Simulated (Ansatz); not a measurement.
Consider the cleavage of the Si–B bond: `OBB[SiH3]` + `[OH][SbH2]` → `[SiH3][O][SbH2]` + `BBO`.

Program: Ansatz. Geometries: PBE0-D4/def2-TZVP. ΔE: electronic, gas phase. CCSD(T)/CBS adds triple-zeta CCSD(T) − MP2 to the extrapolated MP2 energy (def2 sets, frozen cores). DFT in def2-TZVPP. def2 core potentials past Kr. For Sb outer-core shells are correlated without core-valence functions, which leaves a few kJ/mol of doubt a bond. Each species was taken in one conformer, which may not be the lowest.

CCSD(T)/CBS gives -1.10 eV.

(1) Another level gave -1.12 eV. Which?
A. BHLYP/def2-TZVPP
B. HF/def2-TZVPP
C. CAM-B3LYP-D4/def2-TZVPP
D. RPA@PBE/def2-TZVPP

Largest T1 diagnostic among the species: 0.014.

## Answers

(1) D. RPA@PBE/def2-TZVPP -1.12, BHLYP -1.21, CAM-B3LYP-D4 -1.16, HF/def2-TZVPP -1.38 eV.

From r2SCAN to r2SCAN0 (25 % exact exchange), in def2-TZVPP and without D4, ΔE moves by −0.06 eV. Leaving LDA and LC-ωPBE aside and taking each functional with its dispersion term where it has one, the values, not all of them listed here, spread over 0.42 eV, from BHLYP-D4 to PBE-D4.
